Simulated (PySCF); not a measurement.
# Correlation energy of Ag⁺ (silver, charge +1)

[Kr] 4d9 5s1, high-spin 3D determinant (an excited configuration). Computed with PySCF 2.14 in ANO-RCC-VTZP (7s6p4d2f1g, 68 functions), with the spin-free X2C one-electron Hamiltonian (Gaussian nucleus). Frozen: [Kr]; 10 electrons correlated.

MP2 pair energies summed by pair of shells (mhartree):

```tsv
pair	energy	share (%)
4d-4d	-234.83	86.3
4d-5s	-37.38	13.7
```

Total MP2 correlation energy: -272.22 mhartree.

Same-spin part -101.22 and opposite-spin part -170.99 mhartree; SCS-MP2 scales them by 1/3 and 6/5 to -238.93 mhartree.
